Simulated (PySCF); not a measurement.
Compound: C₅H₅ClF₂.
Atom-mapped SMILES: `[CH:1]#[C:2][CH2:3][C:4]([F:5])([F:6])[CH2:7][Cl:8]` (hydrogens: H9 on C1; H10, H11 on C3; H12, H13 on C7)

Structure used (GFN2-xTB), in Å, numbered top down from 1:
```
atom  x, y, z in Å
C1     2.3868   -0.7200    0.5255
C2     1.4812    0.0606    0.5018
C3     0.3754    0.9936    0.4418
C4    -0.6765    0.5421   -0.5707
F5    -1.6968    1.4439   -0.5925
F6    -0.1585    0.5805   -1.8358
C7    -1.2279   -0.8659   -0.3526
Cl8   -1.8276   -1.0712    1.3046
H9     3.1918   -1.3911    0.5623
H10   -0.1045    1.0755    1.4199
H11    0.7375    1.9801    0.1392
H12   -0.4285   -1.5879   -0.5206
H13   -2.0567   -1.0397   -1.0406
```

The calculation used PySCF 2.14.0, density-fitted response routines, TDDFT PBE0/def2-SVPD, vertical, gas phase, core orbitals frozen in the response.

Kohn–Sham orbitals with the atoms that hold most of them (Löwdin shares over 4%, at most four atoms; ? is withheld):

```json
{"orbital": "HOMO-3", "ε (eV)": "-9.12", "atoms": "Cl8 68%, C7 10%, C4 5%, C2 5%"}
{"orbital": "HOMO-2", "ε (eV)": "-9.00", "atoms": "Cl8 78%, C7 12%"}
{"orbital": "HOMO-1", "ε (eV)": "-8.37", "atoms": "C1 38%, C2 36%, C3 7%"}
{"orbital": "HOMO", "ε (eV)": "-8.32", "atoms": "?"}
{"orbital": "LUMO", "ε (eV)": "?", "atoms": "?"}
{"orbital": "LUMO+1", "ε (eV)": "0.55", "atoms": "C1 25%, C2 25%, H9 10%, Cl8 9%"}
{"orbital": "LUMO+2", "ε (eV)": "0.67", "atoms": "C1 18%, Cl8 16%, C7 11%, C2 11%"}
```

(1) Which atoms hold the LUMO, and with what shares?

(2) Which atoms hold the HOMO, and with what shares?

(3) What is the LUMO energy, and the HOMO–LUMO gap?

## Answers

(1) Cl8 (bonded to C) 48%; C7 (bonded to C, Cl and 2 H) 22%; F6 (bonded to C) 6%; C4 (bonded to 2 C and 2 F) 5%. By element: chlorine 48%, carbon 28% or more, fluorine 6% or more.

(2) C1 (bonded to C and H) 41%; C2 (bonded to 2 C) 38%; C3 (bonded to 2 C and 2 H) 8%.

(3) ε(LUMO) = 0.12 eV; the gap is 8.44 eV (0.3103 hartree).

Task: How does S1 compare with the orbital gap of 8.44 eV?

Result: S1 is at 6.67 eV (f = 0.0003), 1.78 eV below the gap, made of HOMO→LUMO+1 (59%), HOMO→LUMO (16%), HOMO-1→LUMO+3 (9%). Its leading pair isn't HOMO and LUMO; the energies of that pair differ by 8.87 eV. 

Next come S2 at 7.00 eV (f 0.0029), HOMO→LUMO+3 (32%), HOMO-1→LUMO+1 (27%), HOMO-1→LUMO (19%); S3 at 7.09 eV (f 0.0012), HOMO-1→LUMO+3 (65%), HOMO→LUMO+3 (12%); S4 at 7.36 eV (f 0.0056), HOMO-3→LUMO (30%), HOMO-1→LUMO (20%), HOMO→LUMO (18%); S5 at 7.42 eV (f 0.0007), HOMO-2→LUMO (79%).

One conformer stands for the species.
